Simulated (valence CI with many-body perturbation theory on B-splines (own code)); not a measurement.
Forbidden lines of Sn28+

Method: relativistic CI+MBPT: four valence electrons over a frozen Dirac-Fock core [Ar], a basis of 7 s, 7 p, 8 d, 6 f, 4 g, 1 h functions for each j, with the one-electron correlation potential Σ1, the two-electron term Σ2, the three-electron term Σ3, Breit, model QED; selected CI, second order for the rest, scaled by the run's own slope (own B-spline code, finite nucleus).

The last digits are not significant, and no measured levels were compared; by estimate large intervals hold to a few tenths of a per cent, small ones and those within an open d or f shell to about a per cent. Only levels of the ground parity were solved; by the run's estimate the other parity begins above the list, which can be wrong where configurations are misplaced.

Lines 51 to 100 of 120 in falling wavelength, among levels below 636540 cm⁻¹, chosen from the decays that carry over 1 % of a level's rate. Wavelengths and rates use the calculated energies. Weak lines are less certain than strong ones. Lines between different terms over intervals too small for the method are left out, as are lines whose strength nearly cancels. Branching is blank where the lifetime is uncertain.

Levels are named by their leading jj configuration (3d3/2^4 stands for four electrons in 3d with j = 3/2), which in mixed levels can hold well under half, so a name can repeat and another be missing. Letters in brackets count levels of one name in rising energy.

| λ vac (Å) | Upper | Lower | Type | A (s⁻¹) | Branch % |
| --- | --- | --- | --- | --- | --- |
| 1028 | (3d3/2^2 3d5/2^2) J=3 [b] | (3d3/2^2 3d5/2^2) J=2 [a] | M1 | 3.60e+03 | 39.9 |
| 1019 | (3d3/2^2 3d5/2^2) J=0 [a] | (3d3/2^3 3d5/2) J=1 | M1 | 3.09e+04 | 100.0 |
| 1018 | (3d3/2^2 3d5/2^2) J=2 [e] | (3d3/2^2 3d5/2^2) J=2 [c] | M1 | 4.12e+03 | 21.4 |
| 994.2 | (3d3/2^2 3d5/2^2) J=2 [b] | (3d3/2^2 3d5/2^2) J=2 [a] | M1 | 5.04e+03 | 34.9 |
| 986.8 | (3d3/2 3d5/2^3) J=6 | (3d3/2^2 3d5/2^2) J=5 | M1 | 5.77e+03 | 54.4 |
| 955.9 | (3d5/2^4) J=4 | (3d3/2 3d5/2^3) J=5 | M1 | 3.35e+03 | 7.5 |
| 946.4 | (3d3/2 3d5/2^3) J=3 [b] | (3d3/2^2 3d5/2^2) J=3 [c] | M1 | 5.07e+03 |  |
| 923.8 | (3d3/2 3d5/2^3) J=1 [a] | (3d3/2^2 3d5/2^2) J=2 [b] | M1 | 7.64e+03 | 22.2 |
| 891.2 | (3d3/2 3d5/2^3) J=3 [b] | (3d3/2^2 3d5/2^2) J=2 [c] | M1 | 3.16e+03 |  |
| 882.2 | (3d5/2^4) J=2 | (3d3/2 3d5/2^3) J=1 [a] | M1 | 4.67e+03 | 16.2 |
| 877.0 | (3d3/2^2 3d5/2^2) J=1 | (3d3/2^2 3d5/2^2) J=2 [a] | M1 | 1.67e+04 | 89.4 |
| 854.8 | (3d3/2^2 3d5/2^2) J=2 [f] | (3d3/2^2 3d5/2^2) J=3 [c] | M1 | 9.26e+02 | 5.4 |
| 845.2 | (3d3/2 3d5/2^3) J=3 [b] | (3d3/2^2 3d5/2^2) J=4 [b] | M1 | 2.53e+03 |  |
| 830.3 | (3d3/2^2 3d5/2^2) J=4 [b] | (3d3/2^2 3d5/2^2) J=3 [a] | M1 | 3.40e+02 | 15.3 |
| 825.6 | (3d5/2^4) J=4 | (3d3/2 3d5/2^3) J=3 [a] | M1 | 1.01e+04 | 22.7 |
| 809.5 | (3d3/2^2 3d5/2^2) J=2 [f] | (3d3/2^2 3d5/2^2) J=2 [c] | M1 | 2.07e+02 | 1.2 |
| 796.0 | (3d3/2 3d5/2^3) J=5 | (3d3/2^2 3d5/2^2) J=4 [a] | M1 | 9.43e+02 | 9.0 |
| 795.6 | (3d3/2 3d5/2^3) J=0 | (3d3/2^2 3d5/2^2) J=1 | M1 | 2.40e+04 | 94.8 |
| 790.2 | (3d3/2^2 3d5/2^2) J=2 [c] | (3d3/2^2 3d5/2^2) J=3 [a] | M1 | 3.75e+02 | 12.3 |
| 789.0 | (3d3/2^2 3d5/2^2) J=4 [c] | (3d3/2^2 3d5/2^2) J=5 | M1 | 8.79e+02 |  |
| 784.6 | (3d3/2 3d5/2^3) J=3 [c] | (3d3/2^2 3d5/2^2) J=2 [d] | M1 | 2.40e+03 |  |
| 776.0 | (3d3/2^2 3d5/2^2) J=3 [c] | (3d3/2^3 3d5/2) J=4 | M1 | 7.12e+03 | 88.6 |
| 765.1 | (3d3/2^2 3d5/2^2) J=2 [e] | (3d3/2^2 3d5/2^2) J=1 | M1 | 2.42e+03 | 12.6 |
| 759.5 | (3d5/2^4) J=2 | (3d3/2^2 3d5/2^2) J=2 [d] | M1 | 4.75e+03 | 16.5 |
| 755.1 | (3d3/2^2 3d5/2^2) J=2 [b] | (3d3/2^3 3d5/2) J=1 | M1 | 9.38e+03 | 65.0 |
| 751.4 | (3d3/2^2 3d5/2^2) J=3 [c] | (3d3/2^2 3d5/2^2) J=3 [a] | M1 | 2.72e+02 | 3.4 |
| 749.6 | (3d3/2 3d5/2^3) J=3 [c] | (3d3/2 3d5/2^3) J=3 [a] | M1 | 3.60e+02 |  |
| 726.7 | (3d5/2^4) J=2 | (3d3/2 3d5/2^3) J=3 [a] | M1 | 6.92e+03 | 24.0 |
| 721.3 | (3d3/2 3d5/2^3) J=4 [a] | (3d3/2^3 3d5/2) J=4 | M1 | 1.33e+03 | 6.6 |
| 720.3 | (3d3/2^2 3d5/2^2) J=4 [c] | (3d3/2^2 3d5/2^2) J=3 [b] | M1 | 2.59e+03 |  |
| 701.5 | (3d3/2 3d5/2^3) J=1 [a] | (3d3/2^2 3d5/2^2) J=0 [a] | M1 | 1.29e+04 | 37.5 |
| 700.1 | (3d5/2^4) J=4 | (3d3/2 3d5/2^3) J=4 [a] | M1 | 2.09e+04 | 46.8 |
| 699.9 | (3d3/2 3d5/2^3) J=4 [a] | (3d3/2^2 3d5/2^2) J=3 [a] | M1 | 3.95e+03 | 19.6 |
| 693.8 | (3d3/2^2 3d5/2^2) J=2 [e] | (3d3/2^2 3d5/2^2) J=2 [b] | M1 | 4.97e+02 | 2.6 |
| 682.4 | (3d3/2^2 3d5/2^2) J=2 [c] | (3d3/2^2 3d5/2^2) J=2 [a] | M1 | 1.66e+02 | 5.4 |
| 678.4 | (3d3/2^2 3d5/2^2) J=2 [e] | (3d3/2^2 3d5/2^2) J=3 [b] | M1 | 3.38e+03 | 17.5 |
| 653.3 | (3d3/2^2 3d5/2^2) J=3 [c] | (3d3/2^2 3d5/2^2) J=2 [a] | M1 | 4.48e+02 | 5.6 |
| 644.7 | (3d3/2 3d5/2^3) J=3 [c] | (3d3/2 3d5/2^3) J=4 [a] | M1 | 1.97e+03 |  |
| 640.9 | (3d3/2^2 3d5/2^2) J=2 [f] | (3d3/2^2 3d5/2^2) J=1 | M1 | 3.83e+03 | 22.4 |
| 632.3 | (3d3/2 3d5/2^3) J=3 [b] | (3d3/2^2 3d5/2^2) J=2 [b] | M1 | 2.00e+02 |  |
| 622.2 | (3d3/2^2 3d5/2^2) J=4 [c] | (3d3/2^2 3d5/2^2) J=4 [a] | M1 | 2.69e+03 |  |
| 619.5 | (3d3/2 3d5/2^3) J=3 [b] | (3d3/2^2 3d5/2^2) J=3 [b] | M1 | 2.54e+03 |  |
| 607.6 | (3d3/2 3d5/2^3) J=3 [a] | (3d3/2^2 3d5/2^2) J=3 [a] | M1 | 3.31e+03 | 13.2 |
| 605.1 | (3d5/2^4) J=4 | (3d3/2^2 3d5/2^2) J=4 [b] | M1 | 2.22e+03 | 5.0 |
| 591.4 | (3d5/2^4) J=2 | (3d3/2^2 3d5/2^2) J=3 [c] | M1 | 4.65e+03 | 16.1 |
| 590.0 | (3d3/2^2 3d5/2^2) J=2 [f] | (3d3/2^2 3d5/2^2) J=2 [b] | M1 | 2.03e+02 | 1.2 |
| 586.4 | (3d3/2^2 3d5/2^2) J=2 [d] | (3d3/2^2 3d5/2^2) J=3 [a] | M1 | 1.98e+04 | 79.1 |
| 578.9 | (3d3/2^2 3d5/2^2) J=2 [f] | (3d3/2^2 3d5/2^2) J=3 [b] | M1 | 5.26e+03 | 30.8 |
| 565.4 | (3d3/2 3d5/2^3) J=5 | (3d3/2^3 3d5/2) J=4 | M1 | 4.55e+02 | 4.3 |
| 563.2 | (3d3/2 3d5/2^3) J=3 [c] | (3d3/2^2 3d5/2^2) J=4 [b] | M1 | 3.22e+02 |  |
